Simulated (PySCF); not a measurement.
GaCl₃, SMILES [Cl][Ga]([Cl])[Cl].

The structure is a stationary point at PBE0-D3(BJ)/def2-SVP. The isomer is the one that the SMILES or the coordinates give; other isomers of the formula were not compared.

Calculation: PySCF 2.14.0 with IEF-PCM-M06-2X/def2-SVP.

The values are the electrostatic part of the solvation free energy, E(continuum) − E(gas) at the gas-phase geometry, in a cavity of scaled van der Waals radii (PySCF's table); cavitation and dispersion terms are not included. A continuum can't describe solvent molecules that bind to the metal. In vacuum the orbital gap is 9.80 eV. The dipole moment in vacuum is 0.00 D.

Computed values in water (ε = 78.36), chlorobenzene (ε = 5.70), toluene (ε = 2.37):
```json
[
 {"solvent": "water", "ε": "78.36", "ΔG(elec) (kcal/mol)": "-4.8", "dipole (D)": "0.00", "gap (eV)": "10.03"},
 {"solvent": "chlorobenzene", "ε": "5.70", "ΔG(elec) (kcal/mol)": "-3.6", "dipole (D)": "0.00", "gap (eV)": "9.97"},
 {"solvent": "toluene", "ε": "2.37", "ΔG(elec) (kcal/mol)": "-2.2", "dipole (D)": "0.00", "gap (eV)": "9.90"}
]
```
